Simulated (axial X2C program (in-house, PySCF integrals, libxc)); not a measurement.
**Estimating the spin–orbit splitting of the π levels of MgI⁻**

Calculated with an axial X2C code built on PySCF integrals. Spin-free means the one-electron spin-free X2C Hamiltonian; two-component (2c) means X2C with spin–orbit coupling and atomic mean-field two-electron Coulomb and Gaunt terms, so the difference of the two also holds small scalar two-electron terms. Basis: I dyall-acv3z [12s13p9d5f1g], Mg dyall-av3z [10s9p6d4f] (cores contracted in-house); Gaussian nuclei, density fitting, unrestricted open shells. Masses: I 126.904 u, Mg 23.985 u.

Hartree–Fock at 2.930 Å, closed shell. Valence p splittings ε(p3/2) − ε(p1/2) of spherical Dirac–Hartree–Fock atoms with fractionally filled p shells: I 5p 1.128 eV.

```csv
"filled π level (eV), spin-free",Mg p share,I p share
-5.07,0.02,0.90
```

(1) In first order a p shell splits by 3ζ/2 and a π orbital by ζ. Estimate the splitting of each π level from the shares.

The two-component Hartree–Fock calculation gives:

```csv
ε(ω = 1/2) (eV),σ share of it,ε(ω = 3/2) (eV),splitting (eV),estimate (eV)
-5.210,0.24,-4.725,0.49,0.67
```

The estimate leaves out the mixing of π1/2 with σ1/2 levels, which pushes the ω = 1/2 spinor up or down, the d and f parts of the orbital, small shares of the strongly split outer-core p shell of a metal, the Gaunt term (absent from the atomic values), and the change of the atomic p orbitals with charge; Löwdin shares depend on the basis.

## Answers

(1) level -5.07 eV: (2/3) × (0.90 × 1.128) = 0.67 eV.
